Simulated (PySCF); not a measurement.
SMILES [OH][Zn][CH3] (CH4OZn) at its B3LYP/def2-SVP optimised geometry (Å):

```
7

Zn     0.1013    -0.0302     0.0000
C     -1.8306     0.1246     0.0000
H     -2.3026    -0.8264    -0.2947
H     -2.1586     0.9012    -0.7095
H     -2.2037     0.3951     1.0007
O      1.8864    -0.0302     0.0000
H      2.3026    -0.9012     0.0115
```

Level of theory: B3LYP/def2-TZVP (PySCF). Cells within 0.4 Å of a nucleus heavier than hydrogen are left out (blank, or x).

Map of the electrostatic potential (hartree/e), clipped to [-0.08, 0.12] on the plane z = 0.0 Å:

```
|4444444444444444333333333333333|
|4444444444444444333333333333333|
|4444444444444444433333333333333|
|4444444444444444433333333333333|
|4444444444444444443333333333333|
|4444444444444444443333333333333|
|4444444444444444444333322222333|
|4444444444444444444333222222223|
|3333444444444555554332222222222|
|3333344444444566655432111112222|
|3333344555545678876421000011222|
|3333345799766899998521000001222|
|3333347999999999999754200001122|
|3333359999999999999999950001122|
|33334699xxx9999xx9999xx94001222|
|33334699xxx9999xx999xxx99212223|
|333346999999999xx9999xx99432333|
|3333479999999999999999999843333|
|3334479999879999999999999964433|
|4444569999657999999789999965443|
|4444457886556789987679999865444|
|4444455555455667766667898755444|
|4444444444445556665556666654444|
|4444444444445555555555555554444|
|4444444444444555555555555544444|
|4444444444444444555555554444444|
|4444444444444444444444444444444|
|4444444444444444444444444444444|
|4444444444444444444444444444444|
|4444444444444444444444444444444|
|4444444444444444444444444444444|
```
Scale: ten equal steps from -0.080 (start of '0') to 0.120 (end of '9'), in the order '0123456789'; x runs from -4.50 to 4.50, y from -4.50 (bottom) to 4.50 (top).
